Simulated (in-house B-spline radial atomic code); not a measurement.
Configurations of Al⁴⁺, with energies counted from [He] 2s2 2p5. Computed with a B-spline radial code for spherical atoms: non-relativistic r2SCAN0, spin-polarised, spherical fractional occupations, exact exchange averaged over the configuration, point nucleus. Shells without spins written out take the highest spin.

Occupations are held fixed; configurations that lie above the ionisation limit could autoionise.

```csv
configuration,E - E(ref) (eV),highest orbital,its <r> (bohr)
[He] 2s2 2p4 3p1,103,3p up,1.827
[He] 2s2 2p4 3d1,114.63,3d up,1.914
[He] 2s1 2p5 3s1,132.9,3s up,1.728
```

**Question.** Order these further configurations by energy, lowest first.
A. [He] 2s1 2p6
B. [He] 2s2 2p4 3s1
C. [He] 2s1 2p5 3d1
D. [He] 2s1 2p5 3p1

**Answer.** A (40.815 eV), B (94.016 eV), D (141.95 eV), C (153.38 eV).
